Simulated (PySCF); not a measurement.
Input for PySCF: D3(BJ) and D4 dispersion corrections on CH5Cl (a complex), monomers drawn apart or pushed together.

```python
from pyscf import gto
from pyscf.dispersion import dftd3, dftd4

mol = gto.M(
    atom='''
    Cl   -0.41272735   -0.34685482   -0.48214466
    H    -0.29103565   -0.24310584    0.79109653
    C     0.05406551    0.05584477    4.28595034
    H    -0.87629413    0.53158528    3.97585376
    H     0.15521525    0.14699449    5.36622889
    H     0.03861692   -1.00093423    4.01943416
    H     0.90095830    0.54781844    3.80773191
    ''',
    basis='def2-svp',
    charge=0, spin=0, verbose=0, max_memory=1800)
d3, d4 = {}, {}
for xc in ['hf', 'pbe', 'blyp', 'revpbe', 'tpss', 'r2scan', 'b3lyp', 'pbe0', 'bhlyp', 'camb3lyp', 'b2plyp']:
    d3[xc] = float(dftd3.DFTD3Dispersion(mol, xc=xc, version='d3bj', atm=False).get_dispersion()['energy'])
    print(f'D3(BJ) {xc:10s} {d3[xc]:14.8f} Eh')
for xc in ['hf', 'pbe', 'blyp', 'revpbe', 'tpss', 'r2scan', 'b3lyp', 'pbe0', 'bhlyp', 'camb3lyp', 'b2plyp']:
    d4[xc] = float(dftd4.DFTD4Dispersion(mol, xc={'camb3lyp': 'cam-b3lyp'}.get(xc, xc), atm=True).get_dispersion()['energy'])
    print(f'D4     {xc:10s} {d4[xc]:14.8f} Eh')
```

Program output:

```
D3(BJ) hf            -0.01844643 Eh
D3(BJ) pbe           -0.00191045 Eh
D3(BJ) blyp          -0.00374103 Eh
D3(BJ) revpbe        -0.00501370 Eh
D3(BJ) tpss          -0.00230413 Eh
D3(BJ) r2scan        -0.00059522 Eh
D3(BJ) b3lyp         -0.00303546 Eh
D3(BJ) pbe0          -0.00159251 Eh
D3(BJ) bhlyp         -0.00225164 Eh
D3(BJ) camb3lyp      -0.00136664 Eh
D3(BJ) b2plyp        -0.00133366 Eh
D4     hf            -0.00559552 Eh
D4     pbe           -0.00140641 Eh
D4     blyp          -0.00306732 Eh
D4     revpbe        -0.00529771 Eh
D4     tpss          -0.00187646 Eh
D4     r2scan        -0.00043926 Eh
D4     b3lyp         -0.00215920 Eh
D4     pbe0          -0.00119544 Eh
D4     bhlyp         -0.00143566 Eh
D4     camb3lyp      -0.00118917 Eh
D4     b2plyp        -0.00098788 Eh
```

The run finished.

Cost: roughly 0.04 core-seconds.
